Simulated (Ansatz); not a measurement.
Ideal-gas functions of CH3ClF2Si, SMILES `C[Si](F)(F)Cl` at 500 K and 1 bar, from an Ansatz frequency run at PBE0-D4/def2-TZVP.

Molar mass 116.57 g/mol, point group Cs (symmetry number 1), electronic degeneracy 1, moments of inertia 134.777, 211.518, 220.913 u Å². Harmonic wavenumbers (cm⁻¹, unscaled): 145, 183, 204, 259, 301, 340, 540, 738, 789, 813, 919, 974, 1293, 1442, 1445, 3063, 3151, 3156.

Use S(trans) = R[1.5 ln M + 2.5 ln T − 1.1517]; rotational temperatures θ = 24.2544 K / I; S(rot) = R[ln(√π/σ · √(T³/θAθBθC)) + 1.5]; for each mode x = 1.438777 ν̃/T, S = R[x/(eˣ − 1) − ln(1 − e⁻ˣ)] and H = RT x/(eˣ − 1); 1 cm⁻¹ = 0.0119627 kJ/mol; R = 8.31446 J/(mol·K).

Q: By hand: the entropy, in J/(mol·K).

A: Translation 178.9. Rotation: θ = 0.18, 0.1147, 0.1098 K, giving 120.1. Vibration, mode by mode: 15.64, 13.74, 12.86, 10.95, 9.76, 8.82, 5.44, 3.46, 3.08, 2.92, 2.29, 2.02, 0.97, 0.69, 0.68, 0.01, 0.01, 0.01, in all 93.4. Electronic 0.0. Sum 392.4 J/(mol·K).

Q: By hand: H − E and G − E in kJ/mol, counted from the electronic energy.

A: Zero-point energy ½ × 19755 × 0.0119627 = 118.2; thermal vibration 25.0; translation, rotation and pV give 4 RT = 16.6. H − E = 159.8 kJ/mol, and G − E = 159.8 − 500 × 392.4/1000 = -36.4 kJ/mol.

Vibration gives 24 % of the entropy, 15.6 J/(mol·K) of it from the mode under 150 cm⁻¹: soft modes count most, and the harmonic formula is weakest for them.
